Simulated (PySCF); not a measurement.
Rows and methods have been separated. Pair them.

C3H6ClFSi.
Geometry (PBE0-D3(BJ)/def2-SVP, Å), atoms numbered from 1 in this order:
```
atom  x, y, z in Å
F1    -2.427   -1.050    0.042
Si2   -1.671    0.391    0.128
C3     0.026    0.117    0.887
C4     0.882   -0.730    0.012
C5     1.740   -0.289   -0.912
Cl6    2.027    1.391   -1.208
H7    -1.555    0.930   -1.253
H8    -2.497    1.284    0.991
H9     0.482    1.110    1.041
H10   -0.116   -0.347    1.877
H11    0.779   -1.817    0.092
H12    2.331   -0.952   -1.546
```

The closed-shell ground state was solved 6 times with PySCF (density fitting, gas phase), always with PBE0, in these basis sets: 6-311+G(2d,p), 6-31G, 6-31G*, STO-3G, cc-pVDZ and cc-pVTZ.

```csv
row,total energy (Eh),HOMO (eV),LUMO (eV),dipole (D)
P,-966.9974,-7.05,-0.14,1.06
Q,-967.0826,-7.18,-0.46,1.08
R,-967.1052,-7.13,-0.31,1.05
S,-955.7684,-4.91,2.99,1.39
T,-966.8352,-7.14,-0.04,1.26
U,-966.9455,-6.97,0.03,1.09
```

**Question.** Which basis belongs to which row?

**Answer.** P = cc-pVDZ, Q = 6-311+G(2d,p), R = cc-pVTZ, S = STO-3G, T = 6-31G, U = 6-31G*. From the lowest total energy up: cc-pVTZ (272 functions) 0 eV; 6-311+G(2d,p) (214 functions) +0.61 eV; cc-pVDZ (122 functions) +2.93 eV; 6-31G* (104 functions) +4.35 eV; 6-31G (74 functions) +7.35 eV; STO-3G (44 functions) +308.49 eV.

One conformer stands for the species.
